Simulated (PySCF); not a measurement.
Molecule: SMILES [GeH3][SiH2]c1cccs1 (C₄H₈GeSSi). Atoms near the plane z = 0.6 Å, at the GFN2-xTB optimised geometry (x, y, z in Å): Si2 (-1.7, -1.8, 0.0), C3 (-0.5, -0.3, 0.0), C4 (0.8, -0.3, 0.0), C5 (1.4, 1.0, 0.0), C6 (0.5, 1.9, 0.0), S7 (-1.1, 1.3, 0.0), H11 (-0.9, -3.0, 0.2), H13 (1.4, -1.2, 0.0), H14 (2.5, 1.1, 0.0), H15 (0.6, 3.0, 0.0).

Method: PySCF with PBE0/def2-TZVP. The values are rescaled to run from 0 to 1.

```
|5555555555555555555555555555555|
|5555555555555555555555555555555|
|5555555555555555555555555555555|
|5555555555555555555555555555555|
|5555555555555554444555555555555|
|5555555555555544444455555555555|
|5555555555555544334445555555555|
|5555555555555543223445555555555|
|5555555556666542112345555555555|
|5555555566777542002345555555555|
|5555555667898642113455555555555|
|5555555667998653334666655555555|
|5555555667898654456776655555555|
|5555555566776545567887665555555|
|5555555555554334578877655555555|
|5555555555442124689876655555555|
|5555555554431013689876655555555|
|5555555554321013578766555555555|
|5555666554322234567666555555555|
|5555666654322334556665555555555|
|5555666654333344555555555555555|
|5555666655433444555555555555555|
|5555566655444445555555555555555|
|5555555555544555555555555555555|
|5555555555555555555555555555555|
|5555555555555555555555555555555|
|5555555555555555555555555555555|
|5555555555555555555555555555555|
|5555555555555555555555555555555|
|5555555555555555555555555555555|
|5555555555555555555555555555555|
```
Scale: ten equal steps from 0.000 (start of '0') to 1.00 (end of '9'), in the order '0123456789'; x runs from -5.00 to 5.00, y from -5.00 (bottom) to 5.00 (top).

### Question
Which quantity is mapped?
A) log10 of the electron density
B) electron localisation function
C) an orbital amplitude
D) deformation density (molecule minus spherical neutral atoms)

### Answer
C, an orbital amplitude. In full: LUMO amplitude (bohr^(-3/2)).
